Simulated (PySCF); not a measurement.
A calculation to check before its numbers are used.

A core-ionisation job on C4H7BO, SMILES `BC(=C)OC=C`. Method: PySCF, delta-SCF UKS B3LYP, pcX-2 on the ionised atom, pcseg-1 elsewhere, spin-free X2C.

Driver input (Å, PBE0-D3(BJ)/def2-SVP geometry):

```
{"job": {"kind": "xps", "xc": "B3LYP"}, "charge": 0, "multiplicity": 1}
B     -1.2391    -1.0948    -0.8253
C     -0.8587     0.3060    -0.2952
C     -1.7695     1.2990    -0.4081
O      0.2571     0.5808     0.4426
C      1.3543    -0.2043     0.3433
C      2.3916    -0.0693     1.1675
H     -2.1970    -1.1722    -1.5535
H     -0.6483    -2.0974    -0.5059
H     -2.6847     1.1310    -0.9755
H     -1.6204     2.2672     0.0801
H      1.3393    -0.9387    -0.4695
H      3.2707    -0.6997     1.0352
H      2.3811     0.6681     1.9727
```

Output:

```
ground state, core basis on atom 0 (B), 150 functions
  cycle   1  E = -256.66961722  |g| = 4.91e-01
  cycle   2  E = -256.62824037  |g| = 6.79e-01
  cycle   3  E = -256.72087793  |g| = 9.19e-02
  cycle   4  E = -256.72253049  |g| = 2.85e-02
  cycle   5  E = -256.72266011  |g| = 1.64e-02
  cycle   6  E = -256.72272972  |g| = 3.48e-03
  cycle   7  E = -256.72273362  |g| = 9.59e-04
  cycle   8  E = -256.72273274  |g| = 3.17e-04
  E(ground) = -256.72226913 Eh
hole in B 1s of atom 0
  cycle   1  E = -249.08779835  |g| = 1.16e+00
  cycle   2  E = -247.51410483  |g| = 1.87e+00
  cycle   3  E = -249.34385081  |g| = 5.34e-01
  cycle   4  E = -249.47169574  |g| = 3.20e-01
  cycle   5  E = -249.52612036  |g| = 7.96e-02
  cycle   6  E = -249.53012079  |g| = 5.21e-02
  cycle   7  E = -249.53209059  |g| = 3.13e-02
  cycle   8  E = -249.53341385  |g| = 2.25e-02
  cycle   9  E = -249.53420296  |g| = 6.82e-03
  cycle  10  E = -249.53429083  |g| = 4.05e-03
  cycle  11  E = -249.53429737  |g| = 3.63e-03
  cycle  12  E = -249.53430478  |g| = 1.46e-03
  cycle  13  E = -249.53430779  |g| = 8.85e-04
  cycle  14  E = -249.53430889  |g| = 1.61e-04
  E(ion) = -249.53381918 Eh   <S^2> = 1.3860   hole on atom = 1.000   binding energy = 195.608 eV
ground state, core basis on atom 1 (C), 150 functions
  cycle   1  E = -256.73232202  |g| = 4.51e-02
  cycle   2  E = -256.73220910  |g| = 3.03e-02
  cycle   3  E = -256.73231427  |g| = 2.12e-02
  cycle   4  E = -256.73241660  |g| = 6.66e-03
  cycle   5  E = -256.73242708  |g| = 7.63e-04
  cycle   6  E = -256.73242843  |g| = 2.27e-04
  E(ground) = -256.73221694 Eh
hole in C 1s of atom 1
  cycle   1  E = -245.43177904  |g| = 1.52e+00
  cycle   2  E = -243.32128499  |g| = 2.40e+00
  cycle   3  E = -245.70132189  |g| = 6.94e-01
  cycle   4  E = -245.88031766  |g| = 4.59e-01
  cycle   5  E = -245.97852725  |g| = 2.02e-01
  cycle   6  E = -245.99771257  |g| = 7.76e-02
  cycle   7  E = -246.00007812  |g| = 2.48e-02
  cycle   8  E = -246.00036207  |g| = 8.09e-03
  cycle   9  E = -246.00042023  |g| = 3.94e-03
  cycle  10  E = -246.00045169  |g| = 2.24e-03
  cycle  11  E = -246.00049016  |g| = 1.58e-03
  cycle  12  E = -246.00051226  |g| = 7.57e-04
  cycle  13  E = -246.00051556  |g| = 2.05e-04
  E(ion) = -246.00033427 Eh   <S^2> = 0.7845   hole on atom = 1.000   binding energy = 292.029 eV
ground state, core basis on atom 2 (C), 150 functions
  cycle   1  E = -256.72987209  |g| = 4.50e-02
  cycle   2  E = -256.72962781  |g| = 3.61e-02
  cycle   3  E = -256.72977035  |g| = 2.69e-02
  cycle   4  E = -256.72996396  |g| = 4.96e-03
  cycle   5  E = -256.72996929  |g| = 6.45e-04
  cycle   6  E = -256.72996935  |g| = 1.74e-04
  E(ground) = -256.72978019 Eh
hole in C 1s of atom 2
  cycle   1  E = -245.46495637  |g| = 1.51e+00
  cycle   2  E = -244.11253314  |g| = 2.06e+00
  cycle   3  E = -245.85317498  |g| = 5.95e-01
  cycle   4  E = -245.98098937  |g| = 3.76e-01
  cycle   5  E = -246.05251025  |g| = 1.04e-01
  cycle   6  E = -246.05686267  |g| = 4.37e-02
  cycle   7  E = -246.05767868  |g| = 7.95e-03
  cycle   8  E = -246.05771882  |g| = 4.19e-03
  cycle   9  E = -246.05773486  |g| = 2.36e-03
  cycle  10  E = -246.05774246  |g| = 1.42e-03
  cycle  11  E = -246.05774870  |g| = 7.86e-04
  cycle  12  E = -246.05774991  |g| = 3.56e-04
  E(ion) = -246.05754699 Eh   <S^2> = 0.7844   hole on atom = 1.000   binding energy = 290.406 eV
ground state, core basis on atom 3 (O), 150 functions
  cycle   1  E = -256.75717635  |g| = 6.88e-02
  cycle   2  E = -256.75668447  |g| = 5.66e-02
  cycle   3  E = -256.75691692  |g| = 4.42e-02
  cycle   4  E = -256.75733850  |g| = 5.37e-03
  cycle   5  E = -256.75734532  |g| = 9.41e-04
  cycle   6  E = -256.75734514  |g| = 1.74e-04
  E(ground) = -256.75726328 Eh
hole in O 1s of atom 3
  cycle   1  E = -236.12004140  |g| = 2.24e+00
  cycle   2  E = -235.35224713  |g| = 2.40e+00
  cycle   3  E = -236.78643022  |g| = 5.89e-01
  cycle   4  E = -236.83137077  |g| = 4.74e-01
  cycle   5  E = -236.94991183  |g| = 5.45e-02
  cycle   6  E = -236.95101471  |g| = 1.25e-02
  cycle   7  E = -236.95109959  |g| = 4.03e-03
  cycle   8  E = -236.95110631  |g| = 2.10e-03
  cycle   9  E = -236.95110845  |g| = 4.57e-04
  E(ion) = -236.95100079 Eh   <S^2> = 0.7571   hole on atom = 1.000   binding energy = 538.956 eV
ground state, core basis on atom 4 (C), 150 functions
  cycle   1  E = -256.73214750  |g| = 6.37e-02
  cycle   2  E = -256.73137125  |g| = 8.21e-02
  cycle   3  E = -256.73252711  |g| = 1.63e-02
  cycle   4  E = -256.73255175  |g| = 1.04e-02
  cycle   5  E = -256.73257954  |g| = 1.11e-03
  cycle   6  E = -256.73258126  |g| = 1.97e-04
  E(ground) = -256.73233892 Eh
hole in C 1s of atom 4
  cycle   1  E = -245.42987961  |g| = 1.51e+00
  cycle   2  E = -244.52251556  |g| = 2.01e+00
  cycle   3  E = -245.92540778  |g| = 3.82e-01
  cycle   4  E = -245.96230172  |g| = 2.37e-01
  cycle   5  E = -245.98871331  |g| = 9.06e-02
  cycle   6  E = -245.99229329  |g| = 2.45e-02
  cycle   7  E = -245.99259592  |g| = 7.95e-03
  cycle   8  E = -245.99265081  |g| = 4.56e-03
  cycle   9  E = -245.99269399  |g| = 2.23e-03
  cycle  10  E = -245.99272180  |g| = 1.17e-03
  cycle  11  E = -245.99273004  |g| = 4.84e-04
  E(ion) = -245.99249819 Eh   <S^2> = 0.7819   hole on atom = 1.000   binding energy = 292.246 eV
ground state, core basis on atom 5 (C), 150 functions
  cycle   1  E = -256.73058718  |g| = 4.34e-02
  cycle   2  E = -256.73046079  |g| = 2.77e-02
  cycle   3  E = -256.73048962  |g| = 2.52e-02
  cycle   4  E = -256.73064690  |g| = 4.03e-03
  cycle   5  E = -256.73065107  |g| = 5.56e-04
  cycle   6  E = -256.73065043  |g| = 1.89e-04
  E(ground) = -256.73032169 Eh
hole in C 1s of atom 5
  cycle   1  E = -245.49946412  |g| = 1.51e+00
  cycle   2  E = -244.65112044  |g| = 1.89e+00
  cycle   3  E = -245.95761495  |g| = 4.84e-01
  cycle   4  E = -246.01649442  |g| = 3.63e-01
  cycle   5  E = -246.07068970  |g| = 6.68e-02
  cycle   6  E = -246.07219309  |g| = 2.54e-02
  cycle   7  E = -246.07248941  |g| = 6.05e-03
  cycle   8  E = -246.07250623  |g| = 3.89e-03
  cycle   9  E = -246.07251670  |g| = 1.33e-03
  cycle  10  E = -246.07251864  |g| = 6.38e-04
  cycle  11  E = -246.07251934  |g| = 2.84e-04
  E(ion) = -246.07218415 Eh   <S^2> = 0.7660   hole on atom = 1.000   binding energy = 290.023 eV
```

The program numbers atoms from 0. E(ground) and E(ion) are re-evaluated on a finer grid than the cycles, so they differ from the last cycles; that is no fault.

Task: Do all binding energies of this run deserve the same trust?

Result: No. Every hole passed the driver's convergence checks (|g| < 5e-4, core orbital emptied to over 0.9), but ⟨S²⟩ is 1.386 for B1s on atom 0, against 0.75 for a pure doublet, so the unrestricted ion state holds higher spin components.

Task: How can it be mended?

Result: Recompute such holes with a restricted open-shell or spin-projected scheme and compare; until then these binding energies are doubtful.

On one thread, Arm Neoverse V2 (aarch64), shared host with 192 logical CPUs at a one-minute load of 20, this took 37 s and 0.60 GiB of memory at its peak.
